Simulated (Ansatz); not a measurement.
Born–Oppenheimer molecular dynamics of CH₅AlFNO (10 atoms, charge 0, multiplicity 1). It starts from a rough guess of a transition structure, not a stationary point.

These are results of Ansatz 0.2.0, UKS revPBE/6-31G, not measurements.

```yaml
ensemble: NVE (velocity Verlet)
time_step: 0.5 fs
steps_asked: 150
starting_velocities_drawn_for: 300 K
seed: 317420
```

First frame:

```xyz
10
Properties=species:S:1:pos:R:3
Al -0.463 -0.858 0.773
F 0.783 -2.208 -0.270
N 0.597 0.197 -0.124
C 0.575 1.469 -0.798
H 0.911 -1.036 -0.541
O -1.705 -1.332 1.724
H 0.100 2.244 -0.191
H 1.610 1.777 -0.975
H 0.057 1.433 -1.763
H -2.466 -1.685 2.167
```

Task: How far do the bonds stretch over the last three quarters of this one trajectory? (Pairs bonded in most of those frames.)

Result: 
```tsv
bond	mean (Å)	spread (Å)	shortest	longest
Al1–F2	1.844	0.196	1.55	2.11
Al1–N3	1.868	0.082	1.74	2.04
Al1–O6	1.761	0.047	1.69	1.84
N3–C4	1.522	0.068	1.41	1.64
N3–H5	1.069	0.091	0.90	1.22
C4–H7	1.110	0.034	1.06	1.16
C4–H8	1.112	0.037	1.04	1.18
C4–H9	1.108	0.016	1.08	1.14
O6–H10	0.979	0.024	0.93	1.02
```

Mean temperature of the second half: 1718 K. The conserved energy stayed within 0.97 meV per atom of its start (net change -0.27 meV per atom), so the integration is sound. The system heated up, since it started high on the potential surface and ran downhill. A run of 0.075 ps of so small a system gives no equilibrium averages. The orbitals stay closed-shell, which can raise the energy where a bond breaks towards radicals; this wasn't checked here. Limits of this set-up: no polarisation functions.

The run took 10 min on 1 thread of Arm Neoverse V1, on a shared host, peak memory 0.13 GiB.
